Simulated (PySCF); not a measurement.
ZnH, SMILES [ZnH+] (connectivity only; charge and spin as stated), charge +1, multiplicity 1.

Geometry optimised at PBE-D3(BJ)/def2-TZVPD. The multiplicity is an assumed one; other spin states were not compared.

Method: PBE/def2-TZVPD run with PySCF.

The molecule is in vacuum.

Computed frontier levels, gap, dipole moment and polarisability:
```yaml
highest_occupied_level: -15.65 eV
lowest_empty_level: -11.24 eV
orbital_gap: 4.41 eV
dipole_moment_about_the_centre_of_nuclear_charge: 1.24 D
mean_static_polarisability: 18.1 bohr³ (2.68 Å³)
polarisability_principal_values: 15.1, 15.1, 23.9 bohr³
```
